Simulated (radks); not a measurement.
Question: Co5+, configuration [Ar] 3d4. All-electron calculation, scalar-relativistic Kohn-Sham, PBE, spin-unpolarised, spherical densities, point nucleus. Program: a radial shooting solver on a logarithmic mesh with Libxc functionals. Some entries of the table are withheld. Estimate them.

| orbital | occ. | eigenvalue (hartree) | <r> (bohr) | <1/r> (bohr^-1) |
|---|---|---|---|---|
| 1s | 2 | -282.3070 | 0.05620 | (1) |
| 2s | 2 | (2) | 0.2554 | 5.815 |
| 2p | 6 | -31.62226 | 0.2249 | 5.705 |
| 3s | 2 | -6.86083 | (3) | 1.889 |
| 3p | 6 | (4) | 0.7765 | 1.766 |
| 3d | 4 | -3.27343 | (5) | 1.516 |
| 4s | 0 | (6) | 1.878 | 0.7180 |
| 4p | 0 | -1.81946 | 2.054 | 0.6524 |

Answer: 
(1) 1s <1/r> (bohr^-1): 27.03
(2) 2s eigenvalue (hartree): -36.36986
(3) 3s <r> (bohr): 0.7507
(4) 3p eigenvalue (hartree): -5.47929
(5) 3d <r> (bohr): 0.8292
(6) 4s eigenvalue (hartree): -2.18194
